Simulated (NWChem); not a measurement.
# GeH₄SeS; SMILES S[Se][GeH3]

```xyz
7

Se     0.7992    -0.6351     0.0090
S     -1.0819    -1.8215    -0.0674
H     -1.2697    -1.9266     1.2696
Ge    -0.2349     1.4960    -0.0017
H      0.9101     2.5271     0.0124
H     -1.0892     1.6412    -1.2703
H     -1.1085     1.6402     1.2561
```
Atoms are numbered in this order, from 1.

The geometry was optimised at PBE0/def2-SVP.

Spin-orbit effects, on the heavy nuclei and on their neighbours, are missing.

Task: Give the principal values of the shielding tensors (ppm) of Se1, S2, Ge4 from Hartree-Fock/6-31G* (spherical d), GIAO (NWChem), with their diamagnetic and paramagnetic parts as GIAO splits them.

Result: 
| atom | σ11 | σ22 | σ33 | isotropic | diamagnetic | paramagnetic |
|---|---|---|---|---|---|---|
| Se1 | 1705.0 | 1888.8 | 2781.4 | 2125.1 | 2997.2 | -872.2 |
| S2 | 614.8 | 624.0 | 876.0 | 704.9 | 1054.0 | -349.1 |
| Ge4 | 1689.7 | 1742.8 | 1851.1 | 1761.2 | 2757.1 | -995.9 |
